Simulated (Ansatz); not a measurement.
Geometry optimisation, Ansatz, RKS PBE/def2-SVP.

input.yaml

```yaml
crystal:
  periodic: [false, false, false]
  atoms:
    - { symbol: Si, position_ang: [0.0, 0.0, 0.0] }
    - { symbol: C, position_ang: [0.0, 0.0, 2.22] }
    - { symbol: H, position_ang: [-0.9996, -0.3092, 2.5905] }
    - { symbol: H, position_ang: [0.7676, -0.7111, 2.5905] }
    - { symbol: H, position_ang: [0.232, 1.0203, 2.5905] }
    - { symbol: H, position_ang: [1.3768, 0.0, -0.4862] }
    - { symbol: H, position_ang: [-0.6877, 1.1914, -0.4862] }
    - { symbol: H, position_ang: [-0.6877, -1.1914, -0.4862] }
    - { symbol: Br, position_ang: [-2.4357, 0.4498, 0.823] }
    - { symbol: H, position_ang: [-1.2526, 0.2313, 2.0175] }
basis:
  gaussian: { orbitals: def2-SVP }
hamiltonian:
  xc: pbe
relax:
  f_tol: 0.15
  max_steps: 25
  restrain:
    - { distance: [0, 8], at: 3.51, k: 30.0 }
    - { distance: [9, 1], at: 2.31, k: 30.0 }
    - { distance: [0, 1], at: 1.87, k: 30.0 }
    - { distance: [9, 8], at: 1.55, k: 30.0 }
```

Run as:

```bash
$ ansatz run input.yaml --threads 2 --pin off --max-ram 3072MiB --backend cpu --events-out ev --progress --plain --runs-dir out
```

Question: Where does it end, and by what steps?

Answer: The forces met the threshold. The restraints hold the end off the free minimum; the threshold counts their pulls, which the force column leaves out. Restrained pairs: Si1–Br9 (2.61 → 3.52 Å), C2–H10 (1.29 → 2.31 Å), Si1–C2 (2.22 → 1.88 Å), Br9–H10 (1.70 → 1.51 Å). After 7 steps the energy has fallen by 3.462 eV (the restraints' own energy left out); H10 moved furthest, 0.85 Å.

| step | energy less start (eV) | largest force component (eV/Å) | accepted |
| --- | --- | --- | --- |
| 0 | 0.0000 | 3.701 | yes |
| 1 | -1.3737 | 2.807 | yes |
| 2 | -1.8041 | 4.325 | yes |
| 3 | -2.3644 | 3.686 | yes |
| 4 | -3.2320 | 1.422 | yes |
| 5 | -3.4155 | 1.213 | yes |
| 6 | -3.4469 | 1.152 | yes |
| 7 | -3.4624 | 1.190 | yes |

```xyz
10
Properties=species:S:1:pos:R:3
Si 0.143 -0.028 0.170
C 0.204 -0.052 2.053
H -0.685 -0.513 2.533
H 1.068 -0.667 2.385
H 0.349 0.963 2.475
H 1.561 -0.094 -0.340
H -0.467 1.234 -0.361
H -0.596 -1.222 -0.364
Br -3.241 0.520 0.969
H -2.024 0.540 1.855
```

The run took 18 s on 2 threads of AMD EPYC 7R43 64-Core Processor (Zen 3), with other jobs on the host, peak memory 0.15 GiB.
